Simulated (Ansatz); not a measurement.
Consider the redistribution: `[NH2][Cd][SH]` + `[SiH3]N([SiH3])[Si]Cl` → `[SH][Cd][Cl]` + `N[Si]N([SiH3])[SiH3]`.

Isolated molecules relaxed with PBE0-D4/def2-TZVP in Ansatz; ΔE leaves out vibrations. CCSD(T)/CBS adds triple-zeta CCSD(T) − MP2 to the extrapolated MP2 energy (def2 sets, frozen cores). DFT in def2-TZVPP. def2 core potentials past Kr. For Cd outer-core shells are correlated without core-valence functions, which leaves a few kJ/mol of doubt a bond. One conformer a species, not always the lowest.

`[NH2][Cd][SH]`:

Cartesian coordinates in Å:
```
N -1.385 -0.408 -0.915
Cd 0.422 0.006 -0.135
S 2.602 0.436 0.562
H -2.017 0.384 -0.886
H -1.853 -1.170 -0.440
H 2.231 0.752 1.814
```

`[SiH3]N([SiH3])[Si]Cl`:

```xyz
11

Si    0.471    1.304    0.322
N     0.001   -0.393    0.281
Si   -0.721   -0.979   -1.207
Si    0.186   -1.526    1.566
Cl    1.076   -0.289    3.028
H     0.105    1.851   -1.014
H    -0.277    2.045    1.363
H     1.931    1.454    0.517
H    -1.966   -0.230   -1.508
H    -1.031   -2.418   -1.007
H     0.226   -0.818   -2.339
```

`[SH][Cd][Cl]`:

Cartesian coordinates in Å:
```
S -1.016 1.417 -0.021
Cd -0.039 -0.690 0.052
Cl 0.888 -2.770 0.126
H 0.167 2.043 -0.157
```

`N[Si]N([SiH3])[SiH3]`:

```xyz
13

N    -1.676   -1.519    1.031
Si   -0.599   -0.364    1.697
N     0.200    0.257    0.264
Si    1.330    1.567    0.484
Si    0.019   -0.367   -1.350
H    -2.254   -2.056    1.659
H    -1.888   -1.726    0.066
H     2.670    1.196   -0.045
H     1.427    1.854    1.938
H     0.876    2.787   -0.236
H    -1.417   -0.445   -1.735
H     0.598   -1.730   -1.476
H     0.714    0.545   -2.297
```

**Question.** Is it downhill or uphill in electronic energy at CCSD(T)/CBS, and by how much? (Best estimate.)

**Answer.** Ansatz gave: Downhill: ΔE = -91.3 kJ/mol.

**Question.** What do these levels give: LDA (SPW92), revPBE-D4, r2SCAN-D4, CAM-B3LYP-D4, B2PLYP, PBE, revPBE, CAM-B3LYP, HF/def2-SVP, SCS-MP2/def2-QZVPP, MP2/CBS(def2), CCSD/CBS(def2)? (An estimate is asked.)

**Answer.** Ansatz gave: LDA (SPW92) -79.8, revPBE-D4 -78.4, r2SCAN-D4 -89.9, CAM-B3LYP-D4 -96.1, B2PLYP -88.7, PBE -78.3, revPBE -77.8, CAM-B3LYP -96.6, HF/def2-SVP -129.7, SCS-MP2/def2-QZVPP -88.4, MP2/CBS(def2) -85.0, CCSD/CBS(def2) -97.5 kJ/mol.

Largest T1 diagnostic among the species: 0.014.

From BLYP to BHLYP (50 % exact exchange), in def2-TZVPP and without D4, ΔE moves by −25.6 kJ/mol. Leaving LDA and LC-ωPBE aside and taking each functional with its dispersion term where it has one, the values, not all of them listed here, spread over 26.4 kJ/mol, from BHLYP-D4 to PBE-D4.
